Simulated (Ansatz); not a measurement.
Ga(F)2(SeH) (F2GaHSe), SMILES [F][Ga]([F])[SeH].

Geometry: B3LYP-D3(BJ)/def2-SVP. One conformer was computed; it need not be the lowest.

Two levels are set side by side: PBE/def2-SVPD (Ansatz, a first-principles code) and PBE0/def2-SVPD (Ansatz). Energy differences of separate SCF runs at the same geometry; the states with an electron removed or added have multiplicity 2 and 2. Differences are taken from unrounded values.

```tsv
quantity	PBE0	PBE	PBE minus PBE0
vertical ionisation energy (eV)	10.55	10.44	-0.11
vertical electron affinity (eV)	0.43	0.57	0.14
vertical singlet–triplet gap (eV)	4.57	4.40	-0.18
```
